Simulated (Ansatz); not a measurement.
Consider the redistribution: `[SiH3][O][Zn][Cl]` + `C[CH2][GeH3]` → `C[CH2][Zn][Cl]` + `[SiH3][O][GeH3]`.

Isolated molecules relaxed with PBE0-D4/def2-TZVP in Ansatz; ΔE leaves out vibrations. CCSD(T)/CBS is the MP2 limit (def2-TZVPP, def2-QZVPP) plus CCSD(T) − MP2 in def2-TZVPP, frozen cores. Functionals use def2-TZVPP. For Ge, Zn outer-core shells are correlated without core-valence functions, which leaves a few kJ/mol of doubt a bond. Scalar relativity is left out up to krypton. Each species was taken in one conformer, which may not be the lowest.

| species | BHLYP-D4 energy (Eh) |
| --- | --- |
| `[SiH3][O][Zn][Cl]` | -2606.22089 |
| `C[CH2][GeH3]` | -2157.98354 |
| `C[CH2][Zn][Cl]` | -2318.82865 |
| `[SiH3][O][GeH3]` | -2445.36963 |

Question: Work out ΔE.

Answer: ΔE = (-2318.82865) + (-2445.36963) − (-2606.22089) − (-2157.98354) = 0.00615 Eh = +16.1 kJ/mol. CCSD(T)/CBS gives +25.5 kJ/mol.

Largest T1 diagnostic among the species: 0.015.

From PBE to PBE0 (25 % exact exchange), in def2-TZVPP and without D4, ΔE moves by +4.8 kJ/mol. Leaving LDA and LC-ωPBE aside and taking each functional with its dispersion term where it has one, the values, not all of them listed here, spread over 12.2 kJ/mol, from BLYP-D4 to PBE-QIDH.
